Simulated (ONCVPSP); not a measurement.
iodine (I): one change to an ONCV potential, before and after

```
Element                 : I
Generator               : ONCVPSP 4.0.1
Type                    : optimised norm-conserving Vanderbilt (ONCV)
Functional              : PBE
Relativity              : scalar-relativistic
Frozen core             : [Ar] 3d10
Valence charge          : 25
Reference configuration : 4s2 4p6 4d10 5s2 5p5
Partial waves           : 4s+5s: rc 1.20 bohr, ncon 4, nbas 7, qcut 13.1 1/bohr, 2 projectors; 4p+5p: rc 1.40 bohr, ncon 3, nbas 7, qcut 12.4 1/bohr, 3 projectors, debl 3.3 Ha; 4d: rc 1.50 bohr, ncon 4, nbas 9, qcut 10.4 1/bohr, 2 projectors, debl 3.5 Ha
Local potential         : polynomial inside 0.80 bohr (lpopt 5, dvloc0 6 Ha)
Core correction         : none
```

Change: s: qcut 7.3.

Cutoffs: the cutoffs (Ha) at which the residual kinetic energy of the hardest occupied pseudo-wave falls to 1 and 0.1 mHa per electron; they do not see the model core or the augmentation charge, which bear on the density cutoff. Errors are all-electron minus pseudo energies relative to the spin-unpolarised reference configuration.

Task: Predict the effect on cutoff, ghosts and configuration errors.

Result: The potential gets harder (56 Ha and 65 Ha → 65 Ha and 105 Ha); the errors of the 4 common tests hardly move; neither file shows a bound ghost.

```csv
quantity,base,changed
"cutoff, loose",56 Ha,65 Ha
"cutoff, tight",65 Ha,105 Ha
loose cutoff by channel,"s 56 Ha, p 28 Ha, d 42 Ha","s 65 Ha, p 28 Ha, d 42 Ha"
bound ghosts,none,none
GHOST(+) flags under 300 eV,none,s at 247.1 eV
"error for 4s2 4p6 4d10 5s2 5p4, meV [ΔE 11.13 eV]",-2.6,-2.6
"error for 4s2 4p6 4d10 5s2 5p3, meV [ΔE 30.98 eV]",-8.0,-7.6
"error for 4s2 4p6 4d10 5s2 5p2, meV [ΔE 60.31 eV]",-17,-16
"error for 4s2 4p6 4d9 5s2 5p5, meV [ΔE 58.25 eV]",+53,+54
s: phases at 1.22 bohr within 0.05 rad from the reference energy up to (Ha; the scan ends near 5),to the end of the scan,to the end of the scan
p: phases at 1.42 bohr within 0.05 rad from the reference energy up to (Ha; the scan ends near 5),to the end of the scan,to the end of the scan
d: phases at 1.53 bohr within 0.05 rad from the reference energy up to (Ha; the scan ends near 5),to the end of the scan,to the end of the scan
```
